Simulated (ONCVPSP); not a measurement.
# Pseudopotentials across the periodic table

Generated with ld1.x 7.5 (TM, RRKJ, ultrasoft, PAW), atompaw 4.2 or ONCVPSP 4.0.1. The cutoff is in Ry: for ld1.x and atompaw files where the sum of valence levels is converged to 10 mRy in a Bessel basis, for ONCV files where the hardest occupied wave has 1 mHa per electron of residual kinetic energy. The error is the largest all-electron minus pseudo excitation energy over each file’s own four to seven test configurations (ionisations up to +4, promotions, holes and added fractions of an electron), all of which were solved. The labels leave out finer settings (local radius, basis sizes, second energies), which also bear on the numbers. Spin-polarised tests are not counted. The rows are a selection from randomly drawn settings: files with unsolved tests, undetermined cutoffs or missed reference levels are left out.

A true bound ghost makes a file unfit for plane-wave use even where its test errors are small: the radial tests pick states by their node count and pass the ghost by.

```csv
element,potential,cutoff (Ry),largest error (meV),bound ghosts
Ar,"ONCV, PBEsol, scalar-relativistic, rc 0.55/0.80/0.65 (spd), local smoothed, core correction no, reference 2s2 2p6 3s2 3p5.5, qcut 27.4/20.6/14.9, projectors 2/2/2",451,+21,none
Ti,"ONCV, LDA (Perdew-Wang 92), scalar-relativistic, rc 1.65/1.70/1.75 (spd), local smoothed, core correction no, reference 3s2 3p6 3d2 4s2, qcut 7.8/9.1/9.9, projectors 2/2/2",65,+38,none
Cr,"ONCV, PBE, fully relativistic, rc 1.75/0.90/1.05 (spd), local smoothed, core correction yes, reference 3s2 3p6 3d5 4s0.75, qcut 9.6/10.3/7.7, projectors 2/1/2",658,+3.1,none
Sn,"ONCV, PBE, scalar-relativistic, rc 1.50/1.45/1.20 (spd), local smoothed, core correction yes, reference 4s2 4p6 4d10 5s2 5p2, qcut 6.6/9.2/10.4, projectors 3/2/2",84,-15,none
Pr,"ONCV, PBEsol, scalar-relativistic, rc 2.15/1.80/3.20 (spd), local smoothed, core correction yes, reference 5s2 5p6 5d1 6s1.5, qcut 5.6/3.6/5.3, projectors 3/3/3",102,-13,s
W,"ONCV, LDA (Perdew-Wang 92), scalar-relativistic, rc 1.90/1.25/1.75 (spd), local smoothed, core correction yes, reference 5s2 5p6 5d4 6s2, qcut 6.6/6.7/6, projectors 2/3/2",142,-20,s
Hg,"ONCV, LDA (Perdew-Wang 92), fully relativistic, rc 1.55/1.45/2.20/0.55 (spdf), local smoothed, core correction yes, reference 4f14 5s2 5p6 5d10 6s1, qcut 7.8/12/7.7/28.8, projectors 2/2/1/1",741,-2.2,"s, p3/2, d5/2, p1/2, d3/2"
Bi,"ONCV, LDA (Perdew-Wang 92), fully relativistic, rc 1.50/1.65/2.00/1.90 (spdf), local smoothed, core correction yes, reference 5s2 5p6 5d10 6s2 6p3, qcut 8.6/8.1/8.4/5.3, projectors 3/2/1/2",54,-119,none
```

(1) Fill in the row for Ge: ONCV, LDA (Perdew-Zunger), non-relativistic, rc 1.75/1.45/1.05 (spd), local smoothed, core correction yes, reference 3d10 4s2, qcut 3.1/5/17.7, projectors 2/2/2.

(2) Fill in the row for Co: ONCV, PBE, scalar-relativistic, rc 1.90/1.45/1.40 (spd), local smoothed, core correction yes, reference 3d7 4s1, qcut 3.2/5.3/11.5, projectors 2/2/2.

Answers

(1) cutoff 220 Ry, largest error +71 meV, bound ghosts: s.

(2) cutoff 100 Ry, largest error +96 meV, bound ghosts: p.
